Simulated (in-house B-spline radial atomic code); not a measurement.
A fraction x of an electron is added to 4s in neutral potassium, starting from [Ar] 4s1 and keeping the highest spin. Method: scalar-relativistic (X2C) LDA PW92, spin-polarised, spherical fractional occupations, Fermi nucleus of rms radius 3.4349 fm. Calculated with a radial B-spline atomic code at the basis-set limit.

```tsv
x	E(x) - E(0) (eV)	4s down level (eV)
0	0.0000	-
0.1	-0.1880	-1.733
0.2	-0.3459	-1.426
0.3	?	?
0.4	-0.5706	-0.824
0.5	?	?
0.6	-0.6778	-0.256
```

Question: What belongs in the row x = 0.3?

Answer: An energy change of -0.4733 eV; 4s down at -1.122 eV.

Question: What belongs in the row x = 0.5?

Answer: An energy change of -0.6384 eV; 4s down at -0.534 eV.

Question: Check Janak's theorem between x = 0.1 and 0.2.

Answer: The slope of the energy is -1.58 eV; the orbital levels give -1.58 eV (ε of the filling orbital, averaged over the two points).

Question: Up to what added charge does this functional bind the extra electron?

Answer: The highest level rises by about 2.8 eV per electron near x = 0.6 and would reach zero near x = 0.69, so a whole extra electron isn't bound at the basis-set limit.
